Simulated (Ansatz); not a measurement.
Mulliken charges of Al2BBrClH3, SMILES `[AlH2][BH][Al]([Cl])[Br]` from PBE/def2-TZVPP in Ansatz (PBE0-D4/def2-TZVP geometry).

| atom | x (Å) | y (Å) | z (Å) | charge (e) |
| --- | --- | --- | --- | --- |
| Al1 | 0.026 | 1.508 | 1.221 | 0.278 |
| B2 | 0.403 | -0.444 | 0.539 | -0.122 |
| Al3 | -0.190 | -1.244 | -1.301 | 0.406 |
| Cl4 | -2.045 | -2.182 | -1.562 | -0.210 |
| Br5 | 1.130 | -1.003 | -3.114 | -0.202 |
| H6 | -1.302 | 1.818 | 2.040 | -0.104 |
| H7 | 1.042 | 2.683 | 0.878 | -0.105 |
| H8 | 1.028 | -1.194 | 1.242 | 0.059 |

Q: By hand: the dipole of these point charges (1 e Å = 4.8032 D).

A: Σ q r = (0.169, 0.088, 0.471) e Å, of length 0.508 e Å = 2.44 D.

Q: How does the dipole of the full density compare? (Estimate.)

A: The calculation gave: (0.129, 0.084, 0.336) e Å, 1.78 D; the point charges give 1.37 times that, at 3° from its direction.

Point charges leave out the atoms' own dipoles, such as those of lone pairs, and Mulliken's split depends on the basis, so the two needn't agree.
